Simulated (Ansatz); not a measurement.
Program: Ansatz 0.2.0.

A structure relaxed at PBE0-D4/def2-TZVP, charge 0, multiplicity 2:

| atom | x (Å) | y (Å) | z (Å) |
| --- | --- | --- | --- |
| Cl1 | 0.798 | 0.902 | 1.260 |
| Ga2 | -0.675 | 0.089 | -0.106 |
| H3 | -0.123 | -0.992 | -1.154 |

(1) Give its formula and SMILES.

(2) Point group (tolerance 0.08 Å, 0.16 Å for H)?

(3) Summarise the bond lengths by kind.

Results:

(1) ClGaH, `[Cl][GaH]`.

(2) Cs.

(3) 1 × Cl–Ga 2.168 Å; 1 × Ga–H 1.604 Å.
